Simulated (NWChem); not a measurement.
tetrafluoroborate (BF4 anion); SMILES F[B-](F)(F)F

```xyz
5

F      0.5593     0.9529    -0.8830
B      0.0000     0.0000     0.0000
F     -0.7155    -0.9680    -0.7426
F      1.0348    -0.6336     0.7268
F     -0.8785     0.6487     0.8988
```
Atoms are numbered in this order, from 1.

Level: B3LYP/def2-SVPD (NWChem), optimised geometry, unscaled harmonic frequencies. B3LYP is NWChem's, with the RPA form of VWN correlation.

| frequency (cm⁻¹) | IR intensity (km/mol) |
|---|---|
| 338 | 0.0 |
| 338 | 0.0 |
| 501 | 2.0 |
| 501 | 2.0 |
| 501 | 2.0 |
| 740 | 0.0 |
| 1049 | 430.2 |
| 1049 | 430.2 |
| 1049 | 430.2 |

```yaml
zero_point_energy: 8.7 kcal/mol
thermal correction to the enthalpy at 298.15 K (with zero-point energy): 12.0 kcal/mol
heat capacity Cv: 14.6 cal/(mol K)
entropy at 298.15 K and 1 atm (symmetry number 12): 64.6 cal/(mol K)
```

Rigid rotor and harmonic oscillator.
